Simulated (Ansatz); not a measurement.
Sn₅H₂, 7 atoms. Hardware: 4 threads of Arm Neoverse V1 on a shared host.

In the def2 sets Sn takes a core potential; there is no spin–orbit coupling. Correlated methods freeze 20 core orbitals; core or outer-core shells of Sn are correlated, in sets that lack core-valence functions.

Problem. How many basis functions does each of these Ansatz runs have, and roughly what does it cost? r2SCAN0-D4/def2-TZVP, charge 0 singlet, energy, from earlier orbitals; PBE-D4/def2-TZVP, charge 0 singlet, energy and forces, from earlier orbitals; LDA (SPW92)/def2-TZVP, charge 0 singlet, energy, from earlier orbitals; r2SCAN-D4/def2-TZVP, charge 0 singlet, energy, from earlier orbitals; HSE06-D4/def2-TZVP, charge 0 singlet, energy, from earlier orbitals; PBE-D4/def2-SVP, charge 0 singlet, energy, from earlier orbitals; PBE-D4/def2-SVP, charge 0 singlet, relaxation, 26 steps; PBE0-D4/def2-SVP, charge 0 singlet, energy, from earlier orbitals; PBE0-D4/def2-TZVP, charge 0 singlet, energy, from earlier orbitals; MP2/def2-TZVP, charge 0 singlet, energy, from earlier orbitals; CCSD(T)/def2-SVP, charge 0 singlet, energy, from earlier orbitals.

Solution. Other jobs shared the machine, so times can vary by a factor of up to 3. A dash marks memory too small to be measured apart from the calling script's.

```json
{"run": "PBE-D4/def2-SVP, charge 0 singlet, energy, from earlier orbitals", "functions": "140", "fitting or Cholesky vectors": "1571", "wall time": "2.2 s", "peak host memory (GiB)": "–"}
{"run": "LDA (SPW92)/def2-TZVP, charge 0 singlet, energy, from earlier orbitals", "functions": "262", "fitting or Cholesky vectors": "2028", "wall time": "2.8 s", "peak host memory (GiB)": "–"}
{"run": "PBE0-D4/def2-SVP, charge 0 singlet, energy, from earlier orbitals", "functions": "140", "fitting or Cholesky vectors": "1812", "wall time": "4.4 s", "peak host memory (GiB)": "–"}
{"run": "PBE-D4/def2-TZVP, charge 0 singlet, energy and forces, from earlier orbitals", "functions": "262", "fitting or Cholesky vectors": "2028", "wall time": "6.5 s", "peak host memory (GiB)": "–"}
{"run": "r2SCAN-D4/def2-TZVP, charge 0 singlet, energy, from earlier orbitals", "functions": "262", "fitting or Cholesky vectors": "2028", "wall time": "11 s", "peak host memory (GiB)": "0.56"}
{"run": "HSE06-D4/def2-TZVP, charge 0 singlet, energy, from earlier orbitals", "functions": "262", "fitting or Cholesky vectors": "2393", "wall time": "12 s", "peak host memory (GiB)": "1.5"}
{"run": "PBE0-D4/def2-TZVP, charge 0 singlet, energy, from earlier orbitals", "functions": "262", "fitting or Cholesky vectors": "2393", "wall time": "14 s", "peak host memory (GiB)": "1.4"}
{"run": "r2SCAN0-D4/def2-TZVP, charge 0 singlet, energy, from earlier orbitals", "functions": "262", "fitting or Cholesky vectors": "2393", "wall time": "16 s", "peak host memory (GiB)": "1.4"}
{"run": "MP2/def2-TZVP, charge 0 singlet, energy, from earlier orbitals", "functions": "262", "fitting or Cholesky vectors": "2506", "wall time": "17 s", "peak host memory (GiB)": "1.2"}
{"run": "PBE-D4/def2-SVP, charge 0 singlet, relaxation, 26 steps", "functions": "140", "fitting or Cholesky vectors": "1571", "wall time": "54 s", "peak host memory (GiB)": "–"}
{"run": "CCSD(T)/def2-SVP, charge 0 singlet, energy, from earlier orbitals", "functions": "140", "fitting or Cholesky vectors": "1812", "wall time": "97 s", "peak host memory (GiB)": "1.5"}
```
